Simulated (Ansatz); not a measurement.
Input file for CH₃Cl₂In (`[CH3][In]([Cl])[Cl]`):

```yaml
crystal:
  periodic: [false, false, false]
  atoms:
    - {symbol: C, position_ang: [-0.232274, 1.103485, -0.112360]}
    - {symbol: In, position_ang: [0.196551, -0.967271, 0.102805]}
    - {symbol: Cl, position_ang: [1.981065, -1.815441, 1.323886]}
    - {symbol: Cl, position_ang: [-1.053600, -2.673158, -0.857733]}
    - {symbol: H, position_ang: [-1.273295, 1.227514, -0.405020]}
    - {symbol: H, position_ang: [-0.036948, 1.609087, 0.832136]}
    - {symbol: H, position_ang: [0.418500, 1.515794, -0.883714]}
basis:
  gaussian: {orbitals: def2-TZVPP}
correlation: {method: ccsd_t}
output: {orbitals: {seedname: orbitals}}
```

```sh
$ ansatz run in.yaml --threads 4 --pin off --events-out ev --progress --plain --max-ram 10444MiB
```

The program prints (abridged):

```
Functional definition: HF
  name "HF"
  cite "Fock, Z. Phys. 61, 126 (1930) doi:10.1007/BF01340294"
  parent pbe
  exchange = exact_x
  correlation = 0
1390 factors; integrals over basis functions are off by at most 1.0e-3 eV
mean field evaluation 1: about -31235.9412 eV, gradient 2.9e1 eV
mean field evaluation 2: about -31235.9823 eV, gradient 2.9e1 eV
mean field evaluation 4: about -31238.1975 eV, gradient 2.5e0 eV
mean field evaluation 8: about -31238.2243 eV, gradient 1.7e-1 eV
mean field -31238.22445667 eV, -1147.9835747536 hartree, gradient 1.6e-6 eV, S^2 0.000000; 0 other end points of the search recorded, 0 dependent functions left out
15 core orbitals not correlated: weight in the atoms' cores, before any rotation towards them, 1.000 or more for the frozen orbitals, at most 0.000 for the correlated occupied ones
reference -31238.22445667 eV, -1147.9835747536 hartree; 17, 17 occupied and 175, 175 virtual orbitals, 1390 factors
second order -22.69066762 eV of doubles, -0.00000000 eV of singles
cycle   1  -23.12441663 eV  change   -4.3e-1 eV  update   9.9e-2
cycle   2  -23.61637794 eV  change   -4.9e-1 eV  update   2.7e-2
cycle   3  -23.70858496 eV  change   -9.2e-2 eV  update   1.5e-2
cycle   4  -23.69830348 eV  change    1.0e-2 eV  update   4.0e-3
cycle   5  -23.69600500 eV  change    2.3e-3 eV  update   1.6e-3
cycle   6  -23.69626729 eV  change   -2.6e-4 eV  update   4.1e-4
cycle   7  -23.69615857 eV  change    1.1e-4 eV  update   1.3e-4
cycle   8  -23.69615526 eV  change    3.3e-6 eV  update   4.4e-5
cycle   9  -23.69617444 eV  change   -1.9e-5 eV  update   1.6e-5
perturbative correction -0.91392960 eV, -0.0335862935 hartree
Total energy: -31262.83456072 eV, -1148.8879793960 hartree
```

It took 100 s on 4 threads of an Arm Neoverse V1 on a shared host, with 2.8 GiB of host memory at the peak.

MP2 recovers 92.2 % of the CCSD(T) correlation energy and the triples give 3.7 %; T1 = 0.0119.
